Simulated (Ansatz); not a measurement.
Task: Name a neutral molecule of B, C and H with HOMO energy (B3LYP/def2-TZVPP) between -7.20 and -6.90 eV and HOMO–LUMO gap (B3LYP/def2-TZVPP) between 5.15 and 5.45 eV (Ansatz, PBE0-D4/def2-TZVP geometry).

Result: `CBC#CCC` (-7.08 eV, 5.40 eV); `CC1BC1` (-6.92 eV, 5.41 eV). Other molecules can fit too; these were computed, each in one conformer that needn't be the lowest.

B3LYP here is the variant with VWN-RPA as its local correlation; programs differ in this.
